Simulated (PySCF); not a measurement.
## What settings do to a single point of OsO3(H2O)

The sound run of OsO3(H2O) (triplet) uses PySCF 2.14.0, UKS TPSS, Os def2-SVP with ECP60, O def2-SVP, H def2-SVP; non-relativistic Hamiltonian with scalar-relativistic core potentials where named; density fitting; no spin-orbit coupling, grid (50, 194), threshold 1e-8 Eh and 55 cycles, at the relaxed geometry:

```xyz
7

Os   -0.1168   -0.2248    0.2248
O     0.7213    1.1806    0.8759
O    -0.7741   -1.3482    1.3482
O     0.7213   -0.8759   -1.1806
O    -0.8555    1.3212   -1.3212
H    -1.3755    2.0579   -0.9439
H    -1.3755    0.9439   -2.0579
```

There Os1 has a Mulliken charge of 0.85 e and the dipole about the centre of mass is 6.04 D. Each run below changes one thing and starts from free metal ions and neutral atoms unless it says otherwise; with 55 cycles, smearing, a level shift and second-order steps follow where DIIS fails, and their cycles count. Energy shifts count from the sound run.

| change | outcome | cycles | energy shift (eV) | largest force component (eV/Å) | charge on Os1 (e) | dipole about the centre of mass (D) |
| --- | --- | --- | --- | --- | --- | --- |
| threshold 0.0001 | converged | 10 | 0.0002 | 0.01 | 0.86 | 6.05 |
| charge changed by +5, spin kept, limit 85 cycles | refused | – | – | – | – | – |

(1) One further run converged with energy shift (eV) 0.64, largest force component (eV/Å) 2.65, charge on Os1 (e) 0.84, dipole about the centre of mass (D) 6.18. Which change was it?
A. all coordinates × 1.05
B. start from a density of up to 30 smeared cycles (not counted)
C. grid (15, 26)

(2) And the other changes listed?

Unsound on purpose, so not properties of the compound: grid (15, 26).

Started from ions, an open shell can land on another state than the sound run's, and that then enters the shifts.

Forces carry noise of the integration grid, about 0.01 to 0.03 eV/Å.

The relaxed state isn't the lowest spin state tried at its geometry. No frequency check is given that shows the relaxed geometry to be a minimum. Open shells may have lower solutions than the one found.

Results:

(1) A.

(2) 
```json
{"change": "grid (15, 26)", "outcome": "converged", "cycles": "14", "energy shift (eV)": "1.51", "largest force component (eV/Å)": "0.87", "charge on Os1 (e)": "0.88", "dipole about the centre of mass (D)": "6.08"}
{"change": "start from a density of up to 30 smeared cycles (not counted)", "outcome": "converged", "cycles": "13", "energy shift (eV)": "0.0000", "largest force component (eV/Å)": "0.00", "charge on Os1 (e)": "0.85", "dipole about the centre of mass (D)": "6.04"}
```
